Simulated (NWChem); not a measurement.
System: Si2H4S, singlet; SMILES [SiH3][Si]S

The following NWChem deck was run.

```
start job
memory heap 200 mb stack 900 mb global 1100 mb
geometry units angstroms noautosym nocenter noautoz
  Si    -1.165443     0.131626     0.001323
  S      0.471187     1.496868     0.000629
  H     -0.239913     2.652412     0.001192
  Si     0.302068    -1.778993     0.002049
  H      1.767897    -1.469462    -0.004269
  H     -0.016362    -2.617683    -1.199713
  H     -0.007755    -2.608418     1.212520
end
basis spherical
  Si library 6-311g**
  S library 6-311g**
  H library 6-311g**
end
dft
  xc bhlyp
  iterations 150
end
tddft
  cis
  ecut -85.0
  nroots 6
  notriplet
end
task tddft energy
```

Excerpt of the output:

```
             Northwest Computational Chemistry Package (NWChem) 7.3.0
             --------------------------------------------------------

                             Geometry "geometry" -> ""
                             -------------------------

 Output coordinates in angstroms (scale by  1.889725989 to convert to a.u.)

  No.       Tag          Charge          X              Y              Z
 ---- ---------------- ---------- -------------- -------------- --------------
    1 Si                  14.0000    -1.16544300     0.13162600     0.00132300
    2 S                   16.0000     0.47118700     1.49686800     0.00062900
    3 H                    1.0000    -0.23991300     2.65241200     0.00119200
    4 Si                  14.0000     0.30206800    -1.77899300     0.00204900
    5 H                    1.0000     1.76789700    -1.46946200    -0.00426900
    6 H                    1.0000    -0.01636200    -2.61768300    -1.19971300
    7 H                    1.0000    -0.00775500    -2.60841800     1.21252000

 Effective nuclear repulsion energy (a.u.)     174.6269866691

                                 NWChem DFT Module
                                 -----------------

 Summary of "ao basis" -> "ao basis" (spherical)
 ------------------------------------------------------------------------------
       Tag                 Description            Shells   Functions and Types
 ---------------- ------------------------------  ------  ---------------------
 Si                         6-311g**                12       26   6s5p1d
 S                          6-311g**                12       26   6s5p1d
 H                          6-311g**                 4        6   3s1p

            General Information
            -------------------
          SCF calculation type: DFT
          Wavefunction type:  closed shell.
          No. of atoms     :     7
          No. of electrons :    48
           Alpha electrons :    24
            Beta electrons :    24
          Charge           :     0
          Spin multiplicity:     1
          Use of symmetry is: off; symmetry adaption is: off
          Maximum number of iterations: 150
          AO basis - number of functions:   102
                     number of shells:    52
          Convergence on energy requested:  1.00D-06
          Convergence on density requested:  1.00D-05
          Convergence on gradient requested:  5.00D-04

              XC Information
              --------------
                        BHLYP Method XC Functional
                     Hartree-Fock (Exact) Exchange  0.500
                        Slater Exchange Functional  0.500 local
                    Becke 1988 Exchange Functional  0.500 non-local
              Lee-Yang-Parr Correlation Functional  1.000

             Grid Information
             ----------------
          Grid used for XC integration:  medium
          Radial quadrature: Mura-Knowles
          Angular quadrature: Lebedev.
          Tag              B.-S. Rad. Rad. Pts. Rad. Cut. Ang. Pts.
          ---              ---------- --------- --------- ---------
          Si                  1.10       88          12.0       590
          S                   1.00       88          12.0       590
          H                   0.35       45          13.0       434
          Grid pruning is: on
          Number of quadrature shells:   444
          Spatial weights used:  Erf1

      Superposition of Atomic Density Guess
      -------------------------------------

 Sum of atomic energies:        -977.15130001

      Non-variational initial energy
      ------------------------------

 Total energy =    -977.805693
 1-e energy   =   -1700.408883
 2-e energy   =     547.976202
 HOMO         =      -0.205830
 LUMO         =      -0.069052

   convergence    iter        energy       DeltaE   RMS-Dens  Diis-err
 ---------------- ----- ----------------- --------- --------- ---------
 d= 0,ls=0.0,diis     1   -979.5297081968 -1.15D+03  6.33D-03  6.56D-01
 d= 0,ls=0.0,diis     2   -979.5609512455 -3.12D-02  3.65D-03  5.36D-02
 d= 0,ls=0.0,diis     3   -979.5658386102 -4.89D-03  1.52D-03  2.80D-02
 d= 0,ls=0.0,diis     4   -979.5700617856 -4.22D-03  1.83D-04  4.18D-04
 d= 0,ls=0.0,diis     5   -979.5701162967 -5.45D-05  7.10D-05  1.84D-05
  Resetting Diis
 d= 0,ls=0.0,diis     6   -979.5701209381 -4.64D-06  1.87D-05  1.48D-06
 d= 0,ls=0.0,diis     7   -979.5701213099 -3.72D-07  5.45D-06  9.28D-08

         Total DFT energy =     -979.570121309850
      One electron energy =    -1702.882193045267
           Coulomb energy =      617.672975790967
    Exchange-Corr. energy =      -68.987890724686
 Nuclear repulsion energy =      174.626986669135

 Numeric. integr. density =       48.000012232901

                       DFT Final Molecular Orbital Analysis
                       ------------------------------------

 Vector   22  Occ=2.000000D+00  E=-3.612217D-01
              MO Center= -1.8D-01, -3.1D-02,  1.2D-03, r^2= 4.2D+00
   Bfn.  Coefficient  Atom+Function         Bfn.  Coefficient  Atom+Function
  ----- ------------  ---------------      ----- ------------  ---------------
    42      0.334611  2 S  px                17     -0.274369  1 Si py
     6      0.234055  1 Si s                 43      0.206700  2 S  py
    75      0.197674  4 Si py                39      0.148554  2 S  px
     5      0.145210  1 Si s                 45      0.134322  2 S  px
    14     -0.121033  1 Si py                36     -0.107375  2 S  px

 Vector   23  Occ=2.000000D+00  E=-3.462620D-01
              MO Center=  2.9D-01,  1.3D+00,  9.6D-04, r^2= 2.3D+00
   Bfn.  Coefficient  Atom+Function         Bfn.  Coefficient  Atom+Function
  ----- ------------  ---------------      ----- ------------  ---------------
    44      0.556198  2 S  pz                47      0.278900  2 S  pz
    41      0.246046  2 S  pz                38     -0.177943  2 S  pz
    18      0.163063  1 Si pz                35     -0.092533  2 S  pz
    15      0.052117  1 Si pz                12     -0.049486  1 Si pz
    98     -0.047822  7 H  s                 92      0.047439  6 H  s

[...]

                                NWChem TDDFT Module
                                -------------------

            General Information
            -------------------
           No. of orbitals :     204
            Alpha orbitals :     102
             Beta orbitals :     102
        Alpha frozen cores :       0
         Beta frozen cores :       0
     Alpha frozen virtuals :       0
      Beta frozen virtuals :       0
         Spin multiplicity :       1
    Number of AO functions :     102
        Use of symmetry is : off
      Symmetry adaption is : off
         Schwarz screening :  0.10D-07

              XC Information
              --------------
                 BHLYP Method XC Functional
              Hartree-Fock (Exact) Exchange   0.50
                 Slater Exchange Functional   0.50 local
             Becke 1988 Exchange Functional   0.50 non-local
       Lee-Yang-Parr Correlation Functional   1.00

             TDDFT Information
             -----------------
          Calculation type : Tamm-Dancoff TDDFT
         Wavefunction type : Restricted singlets
          No. of electrons :      48
           Alpha electrons :      24
            Beta electrons :      24
              No. of roots :       6
          Max subspacesize :    5200
            Max iterations :     100
               Target root :       1
           Target symmetry : none
             Energy Cutoff :-0.85D+02
      Symmetry restriction : off
                 Algorithm : Optimal
        Davidson threshold :  0.10D-03

    6 smallest eigenvalue differences (eV)
--------------------------------------------------------
  No. Spin  Occ  Vir  Irrep   E(Occ)    E(Vir)   E(Diff)
--------------------------------------------------------
    1    1    1   25 a       -90.060    -0.070  2448.737
    2    1    1   26 a       -90.060     0.014  2451.042
    3    1    1   27 a       -90.060     0.042  2451.782
    4    1    1   28 a       -90.060     0.060  2452.278
    5    1    1   29 a       -90.060     0.072  2452.618
    6    1    1   30 a       -90.060     0.091  2453.114
--------------------------------------------------------

  Entering Davidson iterations
  Restricted singlet excited states

  Iter   NTrls   NConv    DeltaV     DeltaE      Time
  ----  ------  ------  ---------  ---------  ---------
    1      6       0     0.13E+00   0.10+100       20.5
    2     12       0     0.22E-01   0.31E-01       17.9
    3     18       0     0.15E-01   0.16E-02       15.6
    4     24       0     0.21E-01   0.28E-03       11.0
    5     30       2     0.79E-02   0.77E-03       13.4
    6     34       5     0.16E-02   0.34E-04       12.3
    7     35       6     0.96E-04   0.42E-06        9.3
  ----  ------  ------  ---------  ---------  ---------
  Convergence criterion met

  Ground state a        -979.570121309850 a.u.

  ----------------------------------------------------------------------------
  Root   1 singlet a             89.849913451 a.u.             2444.9416 eV
  ----------------------------------------------------------------------------
     Transition Moments    X  0.00000   Y  0.00000   Z  0.00693
     Dipole Oscillator Strength                    0.0028756639
     Electric Quadrupole                           0.0016099746
     Magnetic Dipole                               0.0026852402
     Total Oscillator Strength                     0.0071708786

     Occ.    1  a   ---  Virt.   25  a       -0.98410
     Occ.    1  a   ---  Virt.   38  a       -0.15347
     Occ.    1  a   ---  Virt.   49  a        0.05227
  ----------------------------------------------------------------------------
  Root   2 singlet a             89.899119962 a.u.             2446.2806 eV
  ----------------------------------------------------------------------------
     Transition Moments    X -0.00393   Y  0.00891   Z  0.00000
     Dipole Oscillator Strength                    0.0056788910
     Electric Quadrupole                           0.0038772263
     Magnetic Dipole                               0.0023128867
     Total Oscillator Strength                     0.0118690039

     Occ.    1  a   ---  Virt.   26  a       -0.38786
     Occ.    1  a   ---  Virt.   27  a        0.54567
     Occ.    1  a   ---  Virt.   28  a        0.58976
     Occ.    1  a   ---  Virt.   30  a        0.27903
     Occ.    1  a   ---  Virt.   31  a        0.19126
     Occ.    1  a   ---  Virt.   32  a       -0.13609
     Occ.    1  a   ---  Virt.   34  a       -0.10153
     Occ.    1  a   ---  Virt.   35  a       -0.05188
     Occ.    1  a   ---  Virt.   40  a        0.06195
     Occ.    1  a   ---  Virt.   41  a       -0.07905
     Occ.    1  a   ---  Virt.   42  a        0.16680
     Occ.    1  a   ---  Virt.   44  a       -0.07335
     Occ.    1  a   ---  Virt.   51  a       -0.06465
  ----------------------------------------------------------------------------
  Root   3 singlet a             89.931159096 a.u.             2447.1524 eV
  ----------------------------------------------------------------------------
     Transition Moments    X -0.00569   Y -0.00459   Z  0.00001
     Dipole Oscillator Strength                    0.0032088437
     Electric Quadrupole                           0.0021804751
     Magnetic Dipole                               0.0009129153
     Total Oscillator Strength                     0.0063022341

     Occ.    1  a   ---  Virt.   26  a       -0.78880
     Occ.    1  a   ---  Virt.   27  a       -0.49334
     Occ.    1  a   ---  Virt.   30  a        0.07008
     Occ.    1  a   ---  Virt.   31  a       -0.21012
     Occ.    1  a   ---  Virt.   32  a        0.05158
     Occ.    1  a   ---  Virt.   34  a        0.09229
     Occ.    1  a   ---  Virt.   35  a       -0.08571
     Occ.    1  a   ---  Virt.   39  a       -0.10280
     Occ.    1  a   ---  Virt.   40  a        0.19082
     Occ.    1  a   ---  Virt.   41  a        0.05019
     Occ.    1  a   ---  Virt.   42  a       -0.05115
     Occ.    1  a   ---  Virt.   51  a       -0.08441
  ----------------------------------------------------------------------------
  Root   4 singlet a             90.012950028 a.u.             2449.3780 eV
  ----------------------------------------------------------------------------
     Transition Moments    X  0.00027   Y -0.00124   Z -0.00000
     Dipole Oscillator Strength                    0.0000963678
     Electric Quadrupole                           0.0000697485
     Magnetic Dipole                               0.0000232247
     Total Oscillator Strength                     0.0001893410

     Occ.    1  a   ---  Virt.   26  a       -0.39077
     Occ.    1  a   ---  Virt.   27  a        0.55216
     Occ.    1  a   ---  Virt.   28  a       -0.66906
     Occ.    1  a   ---  Virt.   30  a       -0.13164
     Occ.    1  a   ---  Virt.   31  a        0.05083
     Occ.    1  a   ---  Virt.   32  a        0.21655
     Occ.    1  a   ---  Virt.   34  a       -0.09849
     Occ.    1  a   ---  Virt.   39  a        0.08352
     Occ.    1  a   ---  Virt.   41  a        0.05349
  ----------------------------------------------------------------------------
  Root   5 singlet a             90.047211989 a.u.             2450.3104 eV
  ----------------------------------------------------------------------------
     Transition Moments    X  0.00002   Y -0.00003   Z  0.00225
     Dipole Oscillator Strength                    0.0003050755
     Electric Quadrupole                           0.0001709441
     Magnetic Dipole                               0.0002924240
     Total Oscillator Strength                     0.0007684436

     Occ.    1  a   ---  Virt.   29  a       -0.98371
     Occ.    1  a   ---  Virt.   33  a        0.08964
     Occ.    1  a   ---  Virt.   36  a       -0.09998
     Occ.    1  a   ---  Virt.   38  a       -0.10325
  ----------------------------------------------------------------------------
  Root   6 singlet a             90.060578487 a.u.             2450.6741 eV
  ----------------------------------------------------------------------------
     Transition Moments    X -0.00160   Y -0.00293   Z  0.00001
     Dipole Oscillator Strength                    0.0006694723
     Electric Quadrupole                           0.0005028269
     Magnetic Dipole                               0.0000241674
     Total Oscillator Strength                     0.0011964666

     Occ.    1  a   ---  Virt.   26  a       -0.08153
     Occ.    1  a   ---  Virt.   27  a       -0.12634
     Occ.    1  a   ---  Virt.   28  a        0.21706
     Occ.    1  a   ---  Virt.   30  a       -0.65317
     Occ.    1  a   ---  Virt.   31  a        0.56101
     Occ.    1  a   ---  Virt.   32  a        0.29458
     Occ.    1  a   ---  Virt.   34  a       -0.22496
     Occ.    1  a   ---  Virt.   35  a       -0.11082
     Occ.    1  a   ---  Virt.   37  a       -0.06427
     Occ.    1  a   ---  Virt.   39  a       -0.13812
     Occ.    1  a   ---  Virt.   40  a        0.09870

              Target root =      1
          Target symmetry = none
      Ground state energy =   -979.570121309850
        Excitation energy =     89.849913450953
     Excited state energy =   -889.720207858898

  stored tddft:energy   -889.72020785889777
```

Level: BHandHLYP/6-311G** (spherical d), restricted-window TDA. Low-valent species are run as closed-shell singlets; no triplet was tried in these runs. All runs use the structure optimised with PBE0/def2-SVP. The quadrupole and magnetic terms of the printed total strengths depend on the origin.
